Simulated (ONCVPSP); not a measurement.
**An all-electron radial function and its pseudo partner (beryllium)**

Columns: radius, all-electron u(r) and pseudo u(r) of the 2s shell (level -5.60 eV) of beryllium in the configuration [He] 2s2; LDA (Perdew-Wang 92), scalar-relativistic, ONCV scheme, ONCVPSP 4.0.1.

| r (bohr) | all-electron | pseudo |
| --- | --- | --- |
| 0.110 | -0.2081 | 0.0301 |
| 0.220 | -0.2557 | 0.0616 |
| 0.330 | -0.2192 | 0.0955 |
| 0.440 | -0.1409 | 0.1324 |
| 0.550 | -0.0446 | 0.1726 |
| 0.660 | 0.0560 | 0.2159 |
| 0.770 | 0.1533 | 0.2616 |
| 0.880 | 0.2431 | 0.3090 |
| 0.990 | 0.3234 | 0.3572 |
| 1.100 | 0.3934 | 0.4052 |
| 1.210 | 0.4531 | 0.4516 |
| 1.320 | 0.5029 | 0.4951 |
| 1.430 | 0.5433 | 0.5341 |
| 1.540 | 0.5751 | 0.5674 |
| 1.650 | 0.5989 | 0.5939 |
| 1.760 | 0.6157 | 0.6131 |
| 1.870 | 0.6263 | 0.6253 |
| 1.980 | 0.6313 | 0.6311 |
| 2.090 | 0.6316 | 0.6315 |
| 2.200 | 0.6278 | 0.6278 |
| 2.310 | 0.6205 | 0.6205 |
| 2.420 | 0.6103 | 0.6103 |
| 2.530 | 0.5977 | 0.5977 |
| 2.640 | 0.5832 | 0.5832 |
| 2.750 | 0.5671 | 0.5670 |
| 2.860 | 0.5497 | 0.5497 |

(1) How many radial nodes do the two functions have?

(2) At about which radius was the pseudo-wave matched?

(3) Is the pseudo-wave norm-conserving?

Results:

(1) The all-electron 2s function has n − l − 1 = 1; the pseudo-wave has 0, since the states of the same l below it are removed with the core.

(2) 2.20 bohr. The columns agree to 0.0005 from 1.98 bohr on; several derivatives are matched, so the curves merge somewhat inside the radius.

(3) Yes: the ONCV scheme keeps the norm inside the radius equal to the all-electron one, which fixes the energy derivative of the logarithmic derivative at the level.
